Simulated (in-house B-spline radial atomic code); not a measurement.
Configurations of the praseodymium ion Pr⁷⁺, with energies counted from [Kr] 4d10 4f1 5s2 5p3. All numbers are computed (Dirac-Hartree-Fock, average of configuration; Fermi nucleus of rms radius 4.8919 fm) with a B-spline radial code for spherical atoms, not measured. Energies include first-order Breit, QED and recoil terms.

Occupations are held fixed; configurations that lie above the ionisation limit could autoionise.

```json
{"configuration": "[Kr] 4d10 4f2 5s2 5p2", "E - E(ref) (eV)": "9.9344", "highest orbital": "4f7/2", "its <r> (bohr)": "0.8934"}
{"configuration": "[Kr] 4d10 5s2 5p3 5f1", "E - E(ref) (eV)": "55.539", "highest orbital": "5f7/2", "its <r> (bohr)": "2.507"}
{"configuration": "[Kr] 4d10 5s2 5p3 5g1", "E - E(ref) (eV)": "70.155", "highest orbital": "5g7/2", "its <r> (bohr)": "3.266"}
{"configuration": "[Kr] 4d10 4f1 5s2 5p2 7d1", "E - E(ref) (eV)": "80.007", "highest orbital": "7d5/2", "its <r> (bohr)": "5.294"}
{"configuration": "[Kr] 4d10 5s2 5p3 8d1", "E - E(ref) (eV)": "84.772", "highest orbital": "8d5/2", "its <r> (bohr)": "7.496"}
{"configuration": "[Kr] 4d10 5s2 5p3 9f1", "E - E(ref) (eV)": "92.772", "highest orbital": "9f7/2", "its <r> (bohr)": "11.88"}
{"configuration": "[Kr] 4d9 4f1 5s2 5p3 7g1", "E - E(ref) (eV)": "205.51", "highest orbital": "7g7/2", "its <r> (bohr)": "7.627"}
{"configuration": "[Kr] 4d9 4f1 5s2 5p3 8g1", "E - E(ref) (eV)": "209.8", "highest orbital": "8g7/2", "its <r> (bohr)": "10.39"}
{"configuration": "[Kr] 4d9 4f1 5s2 5p3 9g1", "E - E(ref) (eV)": "212.75", "highest orbital": "9g7/2", "its <r> (bohr)": "13.53"}
```

Task: Order these further configurations by energy, lowest first.
A. [Kr] 4d9 4f1 5s2 5p3 8s1
B. [Kr] 4d10 4f1 5s2 5p2 8s1
C. [Kr] 4d9 4f2 5s2 5p3
D. [Kr] 4d10 4f1 5s2 5p2 7g1
E. [Kr] 4d9 4f1 5s2 5p4

Result: B (82.686 eV), D (91.086 eV), E (111.61 eV), C (117.32 eV), A (196.98 eV).

Task: How far above the reference does [Kr] 4d10 5s2 5p3 5d1 lie?

Result: 25.469 eV; its least bound orbital is 5d5/2 with <r> = 1.797 bohr.

Task: How far above the reference does [Kr] 4d9 4f1 5s2 5p3 6g1 lie?

Result: 198.92 eV; its least bound orbital is 6g7/2 with <r> = 5.247 bohr.

Task: How far above the reference does [Kr] 4d10 4f1 5s2 5p2 6s1 lie?

Result: 45.051 eV; its least bound orbital is 6s1/2 with <r> = 2.614 bohr.
